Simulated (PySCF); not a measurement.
Solvent effects on NMR parameters

Mapped SMILES: `[N:1]#[C:2][CH2:3][CH2:4][c:5]1[n:6][cH:7][n:8][s:9]1`; H(Xn) means a hydrogen on atom n.

GIAO PBE0/pcSseg-1 in PySCF on one PBE0-D3(BJ)/def2-SVP conformer, non-relativistic, equivalent nuclei averaged. Solvents enter as an IEF-PCM continuum (acetone with ε = 20.5, water with ε = 78.4) around the gas-phase geometry. Shifts are referred to TMS, CS2 computed in the same medium.

In acetone, δ in ppm: C5 199.5, C7 170.0, C2 130.2, C4 30.1, C3 20.6, S9 442.3, H(C7) 8.75, H(C4) 3.42, H(C3) 3.07. Dipole moment 5.83 D.

Task: How does each δ change in the more polar medium?

Result: 
| atoms | environment | Δδ, water |
| --- | --- | --- |
| C5 | substituted aromatic carbon next to a ring nitrogen | +0.4 |
| C7 | aromatic CH between two ring heteroatoms | +0.1 |
| C2 | nitrile carbon | +0.5 |
| C4 | sp3 CH2 on an aromatic ring | 0.0 |
| C3 | sp3 CH2 α to a nitrile | +0.1 |
| S9 | aromatic ring sulfur | -0.2 |
| H(C7) | hydrogen on an aromatic CH between two ring heteroatoms | 0.00 |
| H(C4) | hydrogen on an sp3 CH2 on an aromatic ring | +0.03 |
| H(C3) | hydrogen on an sp3 CH2 α to a nitrile | +0.02 |

Changes are relative to acetone. The dipole moment becomes 5.94 D in water.

Task: Which nuclei move most (in ppm), and what does the model miss?

Result: C5 (substituted aromatic carbon next to a ring nitrogen, +0.4 ppm) and C2 (nitrile carbon, +0.5 ppm) in water. A continuum only polarises the solute; specific hydrogen bonds, the anisotropy of aromatic solvents and changes of geometry or conformer are outside it.
